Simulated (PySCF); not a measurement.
These 2 structures share the formula C3H2FIO. Method used: PySCF 2.14.0, PBE0-D3(BJ)/def2-SVP geometry optimisation, gas phase, def2 core potentials past Kr. Energies are electronic, without zero-point or thermal terms, for one conformer each. No frequencies were run at this level. Point groups hold within 0.08 Å.

Question: Order them by energy at this level, lowest first, and give relative energies in kcal/mol.
A. `[O:1]=[CH:2]/[CH:3]=[C:4](/[F:5])[I:6]` with O1–C2–C3–C4 180°
B. `[O:1]=[CH:2]/[C:3]([I:4])=[CH:5]\[F:6]` with O1–C2–C3–I4 0°

Answer: B (0.0), A (0.8).

Neighbours under 2.5 kcal/mol apart (O=C/C(I)=C\F and O=C/C=C(/F)I) can change places with a better method, another conformer or zero-point energy.

```
      SMILES      E (Eh)  E rel (kcal/mol)  dipole (D)  point group      A, B, C (MHz)
O=C/C(I)=C\F  -587.73025               0.0        2.90           Cs  3197, 1173, 858.4
O=C/C=C(/F)I  -587.72894               0.8        2.47           Cs  3356, 1068, 809.9
```
